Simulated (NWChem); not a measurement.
Everything below was run with NWChem. System: H₄AlFN₂, charge 0, spin multiplicity 1, at a geometry optimised with PBE/def2-SVP. The structure started from a generated list of species. Level: PBE0/def2-TZVP.

NWChem printed:

```
             Northwest Computational Chemistry Package (NWChem) 7.3.0
             --------------------------------------------------------

                                NWChem Input Module
                                -------------------

 Scaling coordinates for geometry "geometry" by  1.889725989
 (inverse scale =  0.529177249)

 Turning off AUTOSYM since
 SYMMETRY directive was detected!

                             Geometry "geometry" -> ""
                             -------------------------

 Output coordinates in angstroms (scale by  1.889725989 to convert to a.u.)

  No.       Tag          Charge          X              Y              Z
 ---- ---------------- ---------- -------------- -------------- --------------
    1 Al                  13.0000     0.00000000     0.00000000     0.02431200
    2 F                    9.0000     0.00000000     0.00000000     1.70527400
    3 N                    7.0000     1.56692700     0.00000000    -0.81138400
    4 H                    1.0000     1.70984000     0.00000000    -1.82214700
    5 H                    1.0000     2.46759700     0.00000000    -0.32993100
    6 N                    7.0000    -1.56692700     0.00000000    -0.81138400
    7 H                    1.0000    -1.70984000     0.00000000    -1.82214700
    8 H                    1.0000    -2.46759700     0.00000000    -0.32993100

 Effective nuclear repulsion energy (a.u.)     157.8530642206

            Nuclear Dipole moment (a.u.)
            ----------------------------
        X                 Y               Z
 ---------------- ---------------- ----------------
    -0.0000000000     0.0000000000    -0.0000188973

      Symmetry information
      --------------------

 Group name             C2v
 Group number             16
 Group order               4
 No. of unique centers     5

      Symmetry unique atoms

     1    2    3    4    5


 Summary of "ao basis" -> "" (spherical)
 ------------------------------------------------------------------------------
       Tag                 Description            Shells   Functions and Types
 ---------------- ------------------------------  ------  ---------------------
 *                         def2-tzvp                  on all atoms

                                 NWChem DFT Module
                                 -----------------

 Summary of "ao basis" -> "ao basis" (spherical)
 ------------------------------------------------------------------------------
       Tag                 Description            Shells   Functions and Types
 ---------------- ------------------------------  ------  ---------------------
 Al                        def2-tzvp                13       37   5s5p2d1f
 F                         def2-tzvp                11       31   5s3p2d1f
 N                         def2-tzvp                11       31   5s3p2d1f
 H                         def2-tzvp                 4        6   3s1p

 Summary of "ao basis" -> "ao basis" (spherical)
 ------------------------------------------------------------------------------
       Tag                 Description            Shells   Functions and Types
 ---------------- ------------------------------  ------  ---------------------
 Al                        def2-tzvp                13       37   5s5p2d1f
 F                         def2-tzvp                11       31   5s3p2d1f
 N                         def2-tzvp                11       31   5s3p2d1f
 H                         def2-tzvp                 4        6   3s1p

      Symmetry analysis of basis
      --------------------------

        a1         61
        a2         18
        b1         47
        b2         28

            General Information
            -------------------
          SCF calculation type: DFT
          Wavefunction type:  closed shell.
          No. of atoms     :     8
          No. of electrons :    40
           Alpha electrons :    20
            Beta electrons :    20
          Charge           :     0
          Spin multiplicity:     1
          Use of symmetry is: on ; symmetry adaption is: on
          Maximum number of iterations: 100
          AO basis - number of functions:   154
                     number of shells:    62
[...]
  Orbital symmetries:

     1 a1          2 a1          3 a1          4 b1          5 a1
     6 b1          7 a1          8 b2          9 a1         10 a1
    11 b1         12 a1         13 b1         14 b2         15 a1
    16 b1         17 a1         18 b1         19 b2         20 a2
    21 a1         22 b2         23 b1         24 a1         25 a1
    26 a1         27 b1         28 b1         29 a1         30 a1

------------------------------------------------------------
EAF file 0: "./mol.aoints.0" size=524288 bytes
------------------------------------------------------------
               write      read    awrite     aread      wait
               -----      ----    ------     -----      ----
     calls:        1         0         0         0         0
   data(b): 5.24e+05  0.00e+00  0.00e+00  0.00e+00
   time(s): 0.00e+00  0.00e+00  0.00e+00  0.00e+00  0.00e+00
rate(mb/s): 0.00e+00  0.00e+00
------------------------------------------------------------

   convergence    iter        energy       DeltaE   RMS-Dens  Diis-err    time
 ---------------- ----- ----------------- --------- --------- ---------  ------
 d= 0,ls=0.0,diis     1   -454.0024076978 -6.12D+02  6.02D-03  1.16D+00     3.5
 d= 0,ls=0.0,diis     2   -453.9571129212  4.53D-02  3.05D-03  1.76D+00     3.9
 d= 0,ls=0.0,diis     3   -454.1022384698 -1.45D-01  4.21D-04  3.86D-02     4.4
 d= 0,ls=0.0,diis     4   -454.1043102393 -2.07D-03  2.10D-04  7.06D-03     4.8
 d= 0,ls=0.0,diis     5   -454.1049417098 -6.31D-04  3.90D-05  2.61D-04     5.1
  Resetting Diis
 d= 0,ls=0.0,diis     6   -454.1049652669 -2.36D-05  8.83D-06  3.62D-06     5.5
 d= 0,ls=0.0,diis     7   -454.1049657058 -4.39D-07  3.23D-06  2.06D-07     5.9

         Total DFT energy =     -454.104965705784
      One electron energy =     -943.502443264078
           Coulomb energy =      375.794368033618
    Exchange-Corr. energy =      -44.249954695962
 Nuclear repulsion energy =      157.853064220639

 Numeric. integr. density =       39.999990286445

     Total iterative time =      5.2s

                  Occupations of the irreducible representations
                  ----------------------------------------------

                     irrep           alpha         beta
                     --------     --------     --------
                     a1               10.0         10.0
                     a2                1.0          1.0
                     b1                6.0          6.0
                     b2                3.0          3.0

                       DFT Final Molecular Orbital Analysis
                       ------------------------------------

 Vector   18  Occ=2.000000D+00  E=-3.855682D-01  Symmetry=b1
              MO Center=  1.3D-15, -2.5D-15,  3.9D-01, r^2= 3.3D+00
   Bfn.  Coefficient  Atom+Function         Bfn.  Coefficient  Atom+Function
  ----- ------------  ---------------      ----- ------------  ---------------
    43      0.344289  2 F  px                46      0.283196  2 F  px
    49      0.186069  2 F  px                74      0.170920  3 N  px
   117      0.170920  6 N  px                77      0.142362  3 N  px
   120      0.142362  6 N  px                15     -0.127182  1 Al px
    76     -0.094042  3 N  pz               119      0.094042  6 N  pz

 Vector   19  Occ=2.000000D+00  E=-2.849873D-01  Symmetry=b2
              MO Center=  8.9D-13, -1.0D-15, -7.3D-01, r^2= 3.3D+00
   Bfn.  Coefficient  Atom+Function         Bfn.  Coefficient  Atom+Function
  ----- ------------  ---------------      ----- ------------  ---------------
    75      0.271609  3 N  py               118      0.271609  6 N  py
    78      0.242108  3 N  py               121      0.242108  6 N  py
    81      0.217531  3 N  py               124      0.217531  6 N  py
    16      0.144173  1 Al py                19      0.085104  1 Al py
    44     -0.068039  2 F  py                47     -0.055016  2 F  py

 Vector   20  Occ=2.000000D+00  E=-2.635081D-01  Symmetry=a2
              MO Center= -8.8D-13,  4.3D-15, -7.9D-01, r^2= 3.4D+00
   Bfn.  Coefficient  Atom+Function         Bfn.  Coefficient  Atom+Function
  ----- ------------  ---------------      ----- ------------  ---------------
    75      0.295241  3 N  py               118     -0.295241  6 N  py
    78      0.260743  3 N  py               121     -0.260743  6 N  py
    81      0.257833  3 N  py               124     -0.257833  6 N  py
    21      0.068250  1 Al d -2              26      0.030144  1 Al d -2

 Vector   21  Occ=0.000000D+00  E=-6.586416D-03  Symmetry=a1
              MO Center=  5.0D-14, -4.5D-15, -3.8D-01, r^2= 6.2D+00
   Bfn.  Coefficient  Atom+Function         Bfn.  Coefficient  Atom+Function
  ----- ------------  ---------------      ----- ------------  ---------------
     5      1.334572  1 Al s                 73     -0.972504  3 N  s
   116     -0.972504  6 N  s                102      0.351786  4 H  s
   145      0.351786  7 H  s                108      0.322341  5 H  s
   151      0.322341  8 H  s                  4      0.186146  1 Al s
    42     -0.162029  2 F  s                 71     -0.153414  3 N  s

 Vector   22  Occ=0.000000D+00  E= 4.371537D-02  Symmetry=b2
              MO Center=  2.3D-14,  5.0D-15,  1.6D-02, r^2= 5.0D+00
   Bfn.  Coefficient  Atom+Function         Bfn.  Coefficient  Atom+Function
  ----- ------------  ---------------      ----- ------------  ---------------
    19      0.965825  1 Al py                16      0.342191  1 Al py
    81     -0.285873  3 N  py               124     -0.285873  6 N  py
    75     -0.155086  3 N  py               118     -0.155086  6 N  py
    50     -0.139859  2 F  py                78     -0.127664  3 N  py
   121     -0.127664  6 N  py                44     -0.124585  2 F  py

 Vector   23  Occ=0.000000D+00  E= 5.401942D-02  Symmetry=b1
              MO Center= -3.1D-14, -1.3D-15, -6.0D-01, r^2= 1.0D+01
   Bfn.  Coefficient  Atom+Function         Bfn.  Coefficient  Atom+Function
  ----- ------------  ---------------      ----- ------------  ---------------
    73      1.641057  3 N  s                116     -1.641057  6 N  s
    18     -1.011750  1 Al px               102     -0.649456  4 H  s
   145      0.649456  7 H  s                108     -0.600235  5 H  s
   151      0.600235  8 H  s                 29     -0.303288  1 Al d  1
    15     -0.283525  1 Al px                71      0.156168  3 N  s

 center of mass
 --------------
 x =  -0.00000000 y =   0.00000000 z =   0.14513454

 moments of inertia (a.u.)
 ------------------
         286.227317046242           0.000000000000           0.000000000000
           0.000000000000         596.654881445873           0.000000000000
           0.000000000000           0.000000000000         310.427564399630

     Multipole analysis of the density
     ---------------------------------

     L   x y z        total         alpha         beta         nuclear
     -   - - -        -----         -----         ----         -------
     0   0 0 0     -0.000000    -20.000000    -20.000000     40.000000

     1   1 0 0     -0.000000     -0.000000     -0.000000     -0.000000
     1   0 1 0     -0.000000     -0.000000     -0.000000      0.000000
     1   0 0 1     -0.973211     -0.486596     -0.486596     -0.000019

     2   2 0 0    -17.587127   -102.353339   -102.353339    187.119551
     2   1 1 0      0.000000      0.000000      0.000000      0.000000
     2   1 0 1     -0.000000     -0.000000     -0.000000     -0.000000
     2   0 2 0    -22.560157    -11.280078    -11.280078      0.000000
     2   0 1 1     -0.000000     -0.000000     -0.000000      0.000000
     2   0 0 2    -22.395484    -86.644123    -86.644123    150.892762

 Task  times  cpu:        5.9s     wall:        5.9s

 Total times  cpu:        5.9s     wall:        5.9s
```

Question: Write an NWChem input that would produce this output.

Answer: Several could match; the one computed here: 
```
start mol
memory heap 200 mb stack 800 mb global 1000 mb
geometry units angstroms nocenter noautoz
  Al     0.000000     0.000000     0.024312
  F      0.000000     0.000000     1.705274
  N      1.566927     0.000000    -0.811384
  H      1.709840     0.000000    -1.822147
  H      2.467597     0.000000    -0.329931
  N     -1.566927     0.000000    -0.811384
  H     -1.709840     0.000000    -1.822147
  H     -2.467597     0.000000    -0.329931
  symmetry group C2v
end
basis spherical
  * library def2-tzvp
end
dft
  xc pbe0
  semidirect memsize 60000000 filesize 0
  iterations 100
end
task dft energy
```
